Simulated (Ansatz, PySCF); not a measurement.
Species: C2H6BO, charge 0, multiplicity 2. It need not be the lowest isomer of its formula. 
Structure (B3LYP-D3(BJ)/def2-TZVP (Ansatz, an electronic-structure program) minimum search):
```xyz
10

B     -0.8636     0.1017    -0.5405
C     -1.3185    -1.0129     0.4648
O      0.3193     0.7035    -0.6195
C      1.4502     0.4430     0.2303
H     -1.2322    -0.6540     1.4977
H     -0.6740    -1.8958     0.3744
H     -2.3469    -1.3333     0.3080
H      1.6975     1.3616     0.7608
H      1.2393    -0.3505     0.9475
H      2.2896     0.1544    -0.4009
```
Charge 0, spin multiplicity 2.

Wanted: atomisation energy (electronic, to ground-state atoms); the coupled-cluster value holds the core correlation from cc-pwCVTZ, in eV. Cores are frozen in the correlated levels unless marked. UHF or UKS for open shells. Spin-orbit coupling is left out. No relativistic terms. CBS marks a two-point X^-3 extrapolation of the correlation energy; Hartree-Fock from the larger set. The bracket is a focal-point correction in the basis named.

Level to compare with: RI-MP2/CBS(cc-pVTZ,cc-pVQZ)+[CCSD(T)-MP2]/cc-pVTZ plus the core term (Ansatz), 39.68 eV. It is a level with limits of its own, and the differences hold the functionals' basis error too.

Question: Rank these functionals by how close they come to RI-MP2/CBS(cc-pVTZ,cc-pVQZ)+[CCSD(T)-MP2]/cc-pVTZ, closest first: SVWN5/def2-TZVPD (Ansatz); M06-2X/def2-TZVPD (PySCF); BLYP/def2-TZVPD (Ansatz).

Answer: M06-2X/def2-TZVPD (hybrid meta-GGA, 39.80 eV, difference 0.12), BLYP/def2-TZVPD (GGA, 39.35 eV, difference -0.33), SVWN5/def2-TZVPD (LDA, 45.31 eV, difference 5.63)
